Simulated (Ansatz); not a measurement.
## A family of molecules: the atomisation energy (no zero-point term)

One atom is swapped for its congeners: C4H10 (isobutane) `CC(C)C`; C3H10Si `CC(C)[SiH3]`; C3H10Ge `C[CH](C)[GeH3]`; C3H10Sn `C[CH](C)[SnH3]`. All are singlets with charge 0.

Shapes, held fixed at every level: PBE0-D4/def2-TZVP. Programs: Ansatz 0.2.0. Values in eV.

| level | C4H10 | C3H10Si | C3H10Sn |
| --- | --- | --- | --- |
| HF/def2-SVP | 43.97 | 40.77 | 37.70 |
| B3LYP-D4/def2-TZVPP | 56.57 | 52.71 | 49.72 |
| PBE0-D4/def2-TZVPP | 56.77 | 52.67 | 49.75 |
| wB97M-V/def2-TZVPP | 56.61 | 52.76 | 49.79 |
| CCSD(T)/def2-SVP | 54.54 | 50.47 | 47.63 |
| CCSD(T)/def2-TZVPP | 55.41 | 51.60 | 48.91 |

Question: Estimate the column for C3H10Ge from its neighbours.

Answer: The mean of the neighbours at CCSD(T)/def2-TZVPP is 50.25 eV, against 50.53 from the run. All rows: HF/def2-SVP 39.43; B3LYP-D4/def2-TZVPP 51.32; PBE0-D4/def2-TZVPP 51.39; wB97M-V/def2-TZVPP 51.34; CCSD(T)/def2-SVP 49.33; CCSD(T)/def2-TZVPP 50.53 eV. At CCSD(T)/def2-TZVPP the atomisation energy falls at every step, from 55.41 to 48.91 eV. Every level shows the same order. For atoms past krypton def2 sets carry core potentials with scalar relativity. Relativity is left out for Ge unless named. Correlated rows may include outer-core shells of Ge, Sn, which these sets cover unevenly. Spin-orbit coupling, which grows down the group, is left out (summed over each molecule's free atoms 0.01, 0.03, 0.13, 0.32 eV).
